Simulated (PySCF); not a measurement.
Al, charge +1, singlet; DF-CCSD(T)/def2-TZVP (PySCF).

PySCF was given this input:
```python
from pyscf import gto, scf, cc

mol = gto.Mole()
mol.atom = '''
    Al    0.000000    0.000000    0.000000
'''
mol.basis = 'def2-tzvp'
mol.charge = 1
mol.spin = 0
mol.verbose = 4
mol.build()

mf = scf.RHF(mol)
mf = mf.density_fit(auxbasis='def2-universal-jkfit')
mf.kernel()

mycc = cc.CCSD(mf)
mycc.kernel()
et = mycc.ccsd_t()
print('E(CCSD(T)) = %.10f' % (mycc.e_tot + et))
```

Task: What does PySCF print? Leave out banner, timings and long lists.

Result: 
```
PySCF version 2.14.0

[INPUT] verbose = 4
[INPUT] num. atoms = 1
[INPUT] num. electrons = 12
[INPUT] charge = 1
[INPUT] spin (= nelec alpha-beta = 2S) = 0
[INPUT] symmetry False subgroup None
[INPUT] Mole.unit = angstrom
[INPUT] Symbol           X                Y                Z      unit          X                Y                Z       unit  Magmom
[INPUT]  1 Al     0.000000000000   0.000000000000   0.000000000000 AA    0.000000000000   0.000000000000   0.000000000000 Bohr   0.0

nuclear repulsion = 0
number of shells = 13
number of NR pGTOs = 63
number of NR cGTOs = 37
basis = def2-tzvp
ecp = {}

******** <class 'pyscf.df.df_jk.DFRHF'> ********
method = DFRHF
initial guess = minao
damping factor = 0
level_shift factor = 0
DIIS = <class 'pyscf.scf.diis.CDIIS'>
diis_start_cycle = 1
diis_space = 8
diis_damp = 0
SCF conv_tol = 1e-09
SCF conv_tol_grad = None
SCF max_cycles = 50
direct_scf = False
Set gradient conv threshold to 3.16228e-05
Initial guess from minao.
******** <class 'pyscf.df.df.DF'> ********
auxbasis = def2-universal-jkfit
init E= -241.747001881103
  HOMO = -0.375286798575745  LUMO = 0.0106538829456884  gap/eV = 10.50198
cycle= 1 E= -241.660992927326  delta_E= 0.086  |g|= 0.111  |ddm|= 0.46
  HOMO = -0.663061557366159  LUMO = -0.209282123337018  gap/eV = 12.34797
cycle= 2 E= -241.668265860351  delta_E= -0.00727  |g|= 0.0366  |ddm|= 0.492
  HOMO = -0.655321403904729  LUMO = -0.198953593048619  gap/eV = 12.41840
cycle= 3 E= -241.668686389163  delta_E= -0.000421  |g|= 0.00828  |ddm|= 0.109
  HOMO = -0.652263994534101  LUMO = -0.194630065065117  gap/eV = 12.45285
cycle= 4 E= -241.668737042882  delta_E= -5.07e-05  |g|= 0.000803  |ddm|= 0.0556
  HOMO = -0.652144406255104  LUMO = -0.19455593893054  gap/eV = 12.45162
cycle= 5 E= -241.668737163749  delta_E= -1.21e-07  |g|= 1.96e-05  |ddm|= 0.00248
  HOMO = -0.652153409915254  LUMO = -0.194556142108704  gap/eV = 12.45186
cycle= 6 E= -241.668737163849  delta_E= -9.92e-11  |g|= 4.73e-07  |ddm|= 7.56e-05
  HOMO = -0.652153259495567  LUMO = -0.194556273257262  gap/eV = 12.45185
Extra cycle  E= -241.668737163848  delta_E= 1.42e-13  |g|= 5.17e-08  |ddm|= 4.52e-07
converged SCF energy = -241.668737163848

******** <class 'pyscf.cc.dfccsd.RCCSD'> ********
CC2 = 0
CCSD nocc = 6, nmo = 37
max_cycle = 50
direct = 0
conv_tol = 1e-07
conv_tol_normt = 1e-05
diis_space = 6
diis_start_cycle = 0
diis_start_energy_diff = 1e+09
Init t2, MP2 energy = -241.81345587884  E_corr(MP2) -0.144718714991453
Init E_corr(RCCSD) = -0.144718714991454
cycle = 1  E_corr(RCCSD) = -0.151387025016334  dE = -0.00666831002  norm(t1,t2) = 0.0454927
cycle = 2  E_corr(RCCSD) = -0.154533860589635  dE = -0.00314683557  norm(t1,t2) = 0.0202571
cycle = 3  E_corr(RCCSD) = -0.156570310745546  dE = -0.00203645016  norm(t1,t2) = 0.00972163
cycle = 4  E_corr(RCCSD) = -0.156556329471095  dE = 1.39812745e-05  norm(t1,t2) = 0.000633358
cycle = 5  E_corr(RCCSD) = -0.156538832016326  dE = 1.74974548e-05  norm(t1,t2) = 9.93771e-05
cycle = 6  E_corr(RCCSD) = -0.156541321357412  dE = -2.48934109e-06  norm(t1,t2) = 1.8694e-05
cycle = 7  E_corr(RCCSD) = -0.156540960228118  dE = 3.61129294e-07  norm(t1,t2) = 3.40688e-06
cycle = 8  E_corr(RCCSD) = -0.156540903691105  dE = 5.65370126e-08  norm(t1,t2) = 6.17118e-07
RCCSD converged
E(RCCSD) = -241.8252780675395  E_corr = -0.156540903691105
RCCSD(T) correction = -0.00142991211202977
E(CCSD(T)) = -241.8267079797
```
